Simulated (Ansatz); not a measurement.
`CO[SiH](C)Cl` + NH₃ → `C[SiH](N)Cl` + CH₃OH at 400 K and 1 bar (ligand exchange at the Si–O bond).

Computed with Ansatz on PBE0-D4/def2-TZVP structures; ΔE is electronic, products minus reactants. CCSD(T)/CBS adds triple-zeta CCSD(T) − MP2 to the extrapolated MP2 energy (def2 sets, frozen cores). This one scheme is used for every species. Each species was taken in one conformer, which may not be the lowest.

| species | CCSD(T)/CBS energy (Eh) | H − E (kJ/mol) | S (J/(mol·K)) |
| --- | --- | --- | --- |
| `CO[SiH](C)Cl` | -904.45266 | 272.6 | 403.2 |
| NH₃ | -56.50880 | 104.2 | 203.1 |
| `C[SiH](N)Cl` | -845.32705 | 224.7 | 364.1 |
| CH₃OH | -115.61712 | 151.2 | 252.6 |

H − E and S are ideal-gas, rigid-rotor, harmonic terms from PBE0-D4/def2-TZVP, for one conformer and one mirror image of each species. 1 Eh = 2625.50 kJ/mol, R = 8.31446 J/(mol·K).

By hand: ΔE, ΔH, ΔS and ΔG.

ΔE = (-845.32705) + (-115.61712) − (-904.45266) − (-56.50880) = 0.01729 Eh = 45.4 kJ/mol. Δ(H − E) = 224.7 + 151.2 − 272.6 − 104.2 = -0.9, so ΔH = 44.5 kJ/mol. ΔS = 364.1 + 252.6 − 403.2 − 203.1 = 10.4 J/(mol·K). ΔG = 44.5 − 400 × (10.4)/1000 = 40.3 kJ/mol.

By hand: the equilibrium constant, and the temperature at which ΔG would vanish if ΔH and ΔS stayed fixed.

log₁₀ K = −ΔG/(RT ln 10) = -5.3. ΔG = 0 at ΔH/ΔS = 4279 K, far beyond where these terms or the molecules hold.

The number of gas molecules stays the same, so ΔS is small and ΔH decides. A doubt of 5 kJ/mol in ΔE shifts log₁₀ K by 0.7 here. Other conformers and mirror images would add mixing entropy, several J/(mol·K) or more a flexible species. These are equilibria of isolated gas molecules and say nothing of rates. Largest T1 diagnostic: 0.010 (customary marks: 0.02 for closed shells, 0.045 for open ones).
